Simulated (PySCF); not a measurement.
# Computed records: CH$_{4}$Al

Computed with PySCF 2.14.0. Calculation on a computer-drawn molecule: vertical ionisation energy to the stated ion spin, frozen-core CCSD(T) at the basis limit and cheaper methods, single-reference cases, UHF for radicals, no spin-orbit; all values are single points at the evaluated structure, the first of each entry, which is the reference or a displaced copy of it and isn't optimised; the reference structure only sets the zero of the energies above reference; triples share is (T) over the correlation energy.

Common to all runs: charge 1; multiplicity 1; ion multiplicity 2; diffuse functions no; basis cc-pV(n+d)Z; reference is the Hartree-Fock double-zeta minimum; best is HF at quadruple zeta + MP2 correlation extrapolated from triple and quadruple zeta + CCSD(T) minus MP2 at triple zeta; basis step is the size of the change from the same recipe one zeta lower.

(1) 
```xyz
6
formula=CH4Al ionisation_energy_best=17.38 ionisation_energy_basis_step=0.02289 energy_above_reference_best=19.89 energy_above_reference_basis_step=0.2629 ionisation_energy_Koopmans_at_triple_zeta=17.46 ionisation_energy_EOM_CCSD_at_triple_zeta=17.32 total_energy_HF_triple_zeta=-281.8362 total_energy_CCSD(T)_triple_zeta=-282.1101 total_energy_best=-282.1397 T1_diagnostic_at_triple_zeta=0.01082 D1_diagnostic_at_triple_zeta=0.01863 ion_T1_diagnostic_at_triple_zeta=0.02072 ion_D1_diagnostic_at_triple_zeta=0.06354 ion_spin_squared_at_triple_zeta=0.7952 triples_share_at_triple_zeta=0.03357 basis_functions_triple_zeta=125
C     -1.8860     1.6221    -1.1743
Al    -1.3598     3.4570    -0.4625
H     -1.4992     0.7574    -0.5292
H     -2.8526     1.5811    -1.3606
H     -1.3746     1.4818    -2.3398
H     -0.7084     4.7170     0.0831
```

Units: ionisation_energy_best, ionisation_energy_basis_step, ionisation_energy_Koopmans_at_triple_zeta, ionisation_energy_EOM_CCSD_at_triple_zeta in eV; energy_above_reference_best, energy_above_reference_basis_step in kcal/mol; total_energy_HF_triple_zeta, total_energy_CCSD(T)_triple_zeta, total_energy_best in hartree.

Reference structure:
```xyz
6
CH4Al
C     -1.7868     1.6506    -1.2525
Al    -1.2062     3.3312    -0.5319
H     -1.4517     0.8315    -0.6100
H     -2.8784     1.6273    -1.3159
H     -1.3707     1.5084    -2.2538
H     -0.7385     4.6849     0.0488
```

Drawn bonds:
```
atom  other atom  order
   1           2      1
   1           3      1
   1           4      1
   1           5      1
   2           6      1
```

Triple zeta:
```
 method  ionisation energy (eV)  energy above reference (kcal/mol)
     HF                   16.17                              21.07
    PBE                   17.06                              18.86
 r2SCAN                   17.05                              20.07
  B3LYP                   17.18                              19.55
  wB97X                   17.22                               20.8
    MP2                   17.33                              20.47
   CCSD                    17.2                              19.91
CCSD(T)                   17.27                              19.61
```

(2) 
```xyz
6
formula=CH4Al ionisation_energy_best=17.24 ionisation_energy_basis_step=0.02572 energy_above_reference_best=22.7 energy_above_reference_basis_step=0.3147 ionisation_energy_Koopmans_at_triple_zeta=17.22 ionisation_energy_EOM_CCSD_at_triple_zeta=17.17 total_energy_HF_triple_zeta=-281.8342 total_energy_CCSD(T)_triple_zeta=-282.1051 total_energy_best=-282.1352 T1_diagnostic_at_triple_zeta=0.01061 D1_diagnostic_at_triple_zeta=0.01877 ion_T1_diagnostic_at_triple_zeta=0.02098 ion_D1_diagnostic_at_triple_zeta=0.06353 ion_spin_squared_at_triple_zeta=0.8023 triples_share_at_triple_zeta=0.03194 basis_functions_triple_zeta=125
C     -1.7300     1.5549    -1.2227
Al    -1.1752     3.3672    -0.4972
H     -1.4575     0.9368    -0.6058
H     -2.8900     1.6248    -1.3062
H     -1.3627     1.5275    -2.2020
H     -0.7196     4.7454     0.0168
```

Units: ionisation_energy_best, ionisation_energy_basis_step, ionisation_energy_Koopmans_at_triple_zeta, ionisation_energy_EOM_CCSD_at_triple_zeta in eV; energy_above_reference_best, energy_above_reference_basis_step in kcal/mol; total_energy_HF_triple_zeta, total_energy_CCSD(T)_triple_zeta, total_energy_best in hartree.

Reference structure:
```xyz
6
CH4Al
C     -1.7868     1.6506    -1.2525
Al    -1.2062     3.3312    -0.5319
H     -1.4517     0.8315    -0.6100
H     -2.8784     1.6273    -1.3159
H     -1.3707     1.5084    -2.2538
H     -0.7385     4.6849     0.0488
```

Drawn bonds:
```
atom  other atom  order
   1           2      1
   1           3      1
   1           4      1
   1           5      1
   2           6      1
```

Triple zeta:
```
 method  ionisation energy (eV)  energy above reference (kcal/mol)
     HF                   15.98                              22.31
    PBE                   16.96                              23.29
 r2SCAN                   16.92                              23.14
  B3LYP                   17.06                              22.33
  wB97X                   17.08                              23.54
    MP2                   17.19                              23.01
   CCSD                   17.06                              22.72
CCSD(T)                   17.12                              22.75
```

(3) 
```xyz
6
formula=CH4Al ionisation_energy_best=17.28 ionisation_energy_basis_step=0.02672 energy_above_reference_best=12.12 energy_above_reference_basis_step=0.001811 ionisation_energy_Koopmans_at_triple_zeta=17.42 ionisation_energy_EOM_CCSD_at_triple_zeta=17.21 total_energy_HF_triple_zeta=-281.8472 total_energy_CCSD(T)_triple_zeta=-282.1225 total_energy_best=-282.1521 T1_diagnostic_at_triple_zeta=0.01061 D1_diagnostic_at_triple_zeta=0.01947 ion_T1_diagnostic_at_triple_zeta=0.02167 ion_D1_diagnostic_at_triple_zeta=0.06873 ion_spin_squared_at_triple_zeta=0.7983 triples_share_at_triple_zeta=0.03415 basis_functions_triple_zeta=125
C     -1.8300     1.6296    -1.2435
Al    -1.1384     3.2836    -0.4802
H     -1.4302     0.7236    -0.5176
H     -2.9024     1.5494    -1.2015
H     -1.4435     1.6255    -2.3947
H     -0.6938     4.6253     0.1616
```

Units: ionisation_energy_best, ionisation_energy_basis_step, ionisation_energy_Koopmans_at_triple_zeta, ionisation_energy_EOM_CCSD_at_triple_zeta in eV; energy_above_reference_best, energy_above_reference_basis_step in kcal/mol; total_energy_HF_triple_zeta, total_energy_CCSD(T)_triple_zeta, total_energy_best in hartree.

Reference structure:
```xyz
6
CH4Al
C     -1.7868     1.6506    -1.2525
Al    -1.2062     3.3312    -0.5319
H     -1.4517     0.8315    -0.6100
H     -2.8784     1.6273    -1.3159
H     -1.3707     1.5084    -2.2538
H     -0.7385     4.6849     0.0488
```

Drawn bonds:
```
atom  other atom  order
   1           2      1
   1           3      1
   1           4      1
   1           5      1
   2           6      1
```

Triple zeta:
```
 method  ionisation energy (eV)  energy above reference (kcal/mol)
     HF                   16.08                              14.18
    PBE                   16.92                              10.42
 r2SCAN                   16.91                              12.04
  B3LYP                   17.05                              12.02
  wB97X                   17.12                              12.66
    MP2                   17.24                              12.66
   CCSD                    17.1                               12.3
CCSD(T)                   17.17                              11.87
```

(4) 
```xyz
6
formula=CH4Al ionisation_energy_best=17.33 ionisation_energy_basis_step=0.02509 energy_above_reference_best=13.34 energy_above_reference_basis_step=0.1104 ionisation_energy_Koopmans_at_triple_zeta=17.43 ionisation_energy_EOM_CCSD_at_triple_zeta=17.26 total_energy_HF_triple_zeta=-281.8459 total_energy_CCSD(T)_triple_zeta=-282.1204 total_energy_best=-282.1501 T1_diagnostic_at_triple_zeta=0.01087 D1_diagnostic_at_triple_zeta=0.02021 ion_T1_diagnostic_at_triple_zeta=0.02304 ion_D1_diagnostic_at_triple_zeta=0.07185 ion_spin_squared_at_triple_zeta=0.8099 triples_share_at_triple_zeta=0.03368 basis_functions_triple_zeta=125
C     -1.6707     1.5377    -1.2321
Al    -1.2417     3.2800    -0.4053
H     -1.4666     0.7738    -0.5158
H     -2.9224     1.6026    -1.2949
H     -1.4561     1.5118    -2.2570
H     -0.8094     4.7440    -0.0481
```

Units: ionisation_energy_best, ionisation_energy_basis_step, ionisation_energy_Koopmans_at_triple_zeta, ionisation_energy_EOM_CCSD_at_triple_zeta in eV; energy_above_reference_best, energy_above_reference_basis_step in kcal/mol; total_energy_HF_triple_zeta, total_energy_CCSD(T)_triple_zeta, total_energy_best in hartree.

Reference structure:
```xyz
6
CH4Al
C     -1.7868     1.6506    -1.2525
Al    -1.2062     3.3312    -0.5319
H     -1.4517     0.8315    -0.6100
H     -2.8784     1.6273    -1.3159
H     -1.3707     1.5084    -2.2538
H     -0.7385     4.6849     0.0488
```

Drawn bonds:
```
atom  other atom  order
   1           2      1
   1           3      1
   1           4      1
   1           5      1
   2           6      1
```

Triple zeta:
```
 method  ionisation energy (eV)  energy above reference (kcal/mol)
     HF                   16.12                              14.96
    PBE                   16.99                              12.28
 r2SCAN                   16.98                              13.34
  B3LYP                   17.12                              13.27
  wB97X                   17.18                              14.09
    MP2                    17.3                              13.81
   CCSD                   17.15                              13.52
CCSD(T)                   17.22                              13.19
```

(5) 
```xyz
6
formula=CH4Al ionisation_energy_best=16.71 ionisation_energy_basis_step=0.008498 energy_above_reference_best=25.21 energy_above_reference_basis_step=1.024 ionisation_energy_Koopmans_at_triple_zeta=16.54 ionisation_energy_EOM_CCSD_at_triple_zeta=16.66 total_energy_HF_triple_zeta=-281.8275 total_energy_CCSD(T)_triple_zeta=-282.1029 total_energy_best=-282.1312 T1_diagnostic_at_triple_zeta=0.01312 D1_diagnostic_at_triple_zeta=0.03028 ion_T1_diagnostic_at_triple_zeta=0.02148 ion_D1_diagnostic_at_triple_zeta=0.06256 ion_spin_squared_at_triple_zeta=0.8053 triples_share_at_triple_zeta=0.03526 basis_functions_triple_zeta=125
C     -1.7374     1.6770    -1.2428
Al    -1.0730     3.7213    -0.3319
H     -1.4045     0.7831    -0.5643
H     -2.8425     1.6680    -1.3189
H     -1.3805     1.4456    -2.3028
H     -0.6161     5.1344     0.2171
```

Units: ionisation_energy_best, ionisation_energy_basis_step, ionisation_energy_Koopmans_at_triple_zeta, ionisation_energy_EOM_CCSD_at_triple_zeta in eV; energy_above_reference_best, energy_above_reference_basis_step in kcal/mol; total_energy_HF_triple_zeta, total_energy_CCSD(T)_triple_zeta, total_energy_best in hartree.

Reference structure:
```xyz
6
CH4Al
C     -1.7868     1.6506    -1.2525
Al    -1.2062     3.3312    -0.5319
H     -1.4517     0.8315    -0.6100
H     -2.8784     1.6273    -1.3159
H     -1.3707     1.5084    -2.2538
H     -0.7385     4.6849     0.0488
```

Drawn bonds:
```
atom  other atom  order
   1           2      1
   1           3      1
   1           4      1
   1           5      1
   2           6      1
```

Triple zeta:
```
 method  ionisation energy (eV)  energy above reference (kcal/mol)
     HF                    15.4                              26.54
    PBE                   16.51                              22.44
 r2SCAN                   16.45                              25.53
  B3LYP                   16.57                              24.12
  wB97X                   16.51                              27.08
    MP2                   16.63                              26.45
   CCSD                   16.52                              24.79
CCSD(T)                   16.61                              24.17
```

(6) 
```xyz
6
formula=CH4Al ionisation_energy_best=17.37 ionisation_energy_basis_step=0.02419 energy_above_reference_best=14.84 energy_above_reference_basis_step=0.3425 ionisation_energy_Koopmans_at_triple_zeta=17.44 ionisation_energy_EOM_CCSD_at_triple_zeta=17.31 total_energy_HF_triple_zeta=-281.8455 total_energy_CCSD(T)_triple_zeta=-282.1181 total_energy_best=-282.1477 T1_diagnostic_at_triple_zeta=0.01054 D1_diagnostic_at_triple_zeta=0.01828 ion_T1_diagnostic_at_triple_zeta=0.01972 ion_D1_diagnostic_at_triple_zeta=0.06097 ion_spin_squared_at_triple_zeta=0.7909 triples_share_at_triple_zeta=0.0329 basis_functions_triple_zeta=125
C     -1.8110     1.7036    -1.2679
Al    -1.1301     3.4651    -0.4748
H     -1.4975     0.7373    -0.6086
H     -2.7998     1.7665    -1.2613
H     -1.2950     1.4714    -2.2331
H     -0.7084     4.7572     0.1457
```

Units: ionisation_energy_best, ionisation_energy_basis_step, ionisation_energy_Koopmans_at_triple_zeta, ionisation_energy_EOM_CCSD_at_triple_zeta in eV; energy_above_reference_best, energy_above_reference_basis_step in kcal/mol; total_energy_HF_triple_zeta, total_energy_CCSD(T)_triple_zeta, total_energy_best in hartree.

Reference structure:
```xyz
6
CH4Al
C     -1.7868     1.6506    -1.2525
Al    -1.2062     3.3312    -0.5319
H     -1.4517     0.8315    -0.6100
H     -2.8784     1.6273    -1.3159
H     -1.3707     1.5084    -2.2538
H     -0.7385     4.6849     0.0488
```

Drawn bonds:
```
atom  other atom  order
   1           2      1
   1           3      1
   1           4      1
   1           5      1
   2           6      1
```

Triple zeta:
```
 method  ionisation energy (eV)  energy above reference (kcal/mol)
     HF                   16.14                              15.21
    PBE                   17.08                              14.39
 r2SCAN                   17.06                              15.15
  B3LYP                   17.19                              14.51
  wB97X                   17.21                              15.51
    MP2                   17.32                              15.12
   CCSD                   17.19                              14.75
CCSD(T)                   17.26                              14.59
```

(7) 
```xyz
6
formula=CH4Al ionisation_energy_best=17.74 ionisation_energy_basis_step=0.0281 energy_above_reference_best=30.67 energy_above_reference_basis_step=0.255 ionisation_energy_Koopmans_at_triple_zeta=17.9 ionisation_energy_EOM_CCSD_at_triple_zeta=17.66 total_energy_HF_triple_zeta=-281.8193 total_energy_CCSD(T)_triple_zeta=-282.0917 total_energy_best=-282.1225 T1_diagnostic_at_triple_zeta=0.01003 D1_diagnostic_at_triple_zeta=0.01896 ion_T1_diagnostic_at_triple_zeta=0.02697 ion_D1_diagnostic_at_triple_zeta=0.09243 ion_spin_squared_at_triple_zeta=0.8239 triples_share_at_triple_zeta=0.03163 basis_functions_triple_zeta=125
C     -1.8297     1.6643    -1.2343
Al    -1.2273     3.2424    -0.5750
H     -1.5635     0.9832    -0.7192
H     -3.0455     1.6814    -1.2881
H     -1.3005     1.5120    -2.1946
H     -0.7629     4.6180     0.0439
```

Units: ionisation_energy_best, ionisation_energy_basis_step, ionisation_energy_Koopmans_at_triple_zeta, ionisation_energy_EOM_CCSD_at_triple_zeta in eV; energy_above_reference_best, energy_above_reference_basis_step in kcal/mol; total_energy_HF_triple_zeta, total_energy_CCSD(T)_triple_zeta, total_energy_best in hartree.

Reference structure:
```xyz
6
CH4Al
C     -1.7868     1.6506    -1.2525
Al    -1.2062     3.3312    -0.5319
H     -1.4517     0.8315    -0.6100
H     -2.8784     1.6273    -1.3159
H     -1.3707     1.5084    -2.2538
H     -0.7385     4.6849     0.0488
```

Drawn bonds:
```
atom  other atom  order
   1           2      1
   1           3      1
   1           4      1
   1           5      1
   2           6      1
```

Triple zeta:
```
 method  ionisation energy (eV)  energy above reference (kcal/mol)
     HF                   16.59                              31.66
    PBE                   17.29                              30.94
 r2SCAN                   17.31                              30.33
  B3LYP                   17.46                              30.37
  wB97X                    17.6                              30.58
    MP2                   17.74                              31.09
   CCSD                   17.58                              31.11
CCSD(T)                   17.62                              31.17
```

(8) 
```xyz
6
formula=CH4Al ionisation_energy_best=17.56 ionisation_energy_basis_step=0.02496 energy_above_reference_best=3.948 energy_above_reference_basis_step=0.03551 ionisation_energy_Koopmans_at_triple_zeta=17.69 ionisation_energy_EOM_CCSD_at_triple_zeta=17.49 total_energy_HF_triple_zeta=-281.8626 total_energy_CCSD(T)_triple_zeta=-282.1351 total_energy_best=-282.1651 T1_diagnostic_at_triple_zeta=0.01031 D1_diagnostic_at_triple_zeta=0.01953 ion_T1_diagnostic_at_triple_zeta=0.02795 ion_D1_diagnostic_at_triple_zeta=0.0896 ion_spin_squared_at_triple_zeta=0.8489 triples_share_at_triple_zeta=0.03237 basis_functions_triple_zeta=125
C     -1.7689     1.6398    -1.3102
Al    -1.2431     3.3167    -0.5671
H     -1.5071     0.8252    -0.6122
H     -2.8951     1.6459    -1.3675
H     -1.4543     1.5438    -2.2920
H     -0.5677     4.6758     0.0161
```

Units: ionisation_energy_best, ionisation_energy_basis_step, ionisation_energy_Koopmans_at_triple_zeta, ionisation_energy_EOM_CCSD_at_triple_zeta in eV; energy_above_reference_best, energy_above_reference_basis_step in kcal/mol; total_energy_HF_triple_zeta, total_energy_CCSD(T)_triple_zeta, total_energy_best in hartree.

Reference structure:
```xyz
6
CH4Al
C     -1.7868     1.6506    -1.2525
Al    -1.2062     3.3312    -0.5319
H     -1.4517     0.8315    -0.6100
H     -2.8784     1.6273    -1.3159
H     -1.3707     1.5084    -2.2538
H     -0.7385     4.6849     0.0488
```

Drawn bonds:
```
atom  other atom  order
   1           2      1
   1           3      1
   1           4      1
   1           5      1
   2           6      1
```

Triple zeta:
```
 method  ionisation energy (eV)  energy above reference (kcal/mol)
     HF                   16.39                              4.519
    PBE                   17.16                              3.516
 r2SCAN                   17.17                              3.817
  B3LYP                   17.31                              3.943
  wB97X                   17.43                              4.131
    MP2                   17.57                              4.176
   CCSD                    17.4                              4.038
CCSD(T)                   17.45                              3.971
```
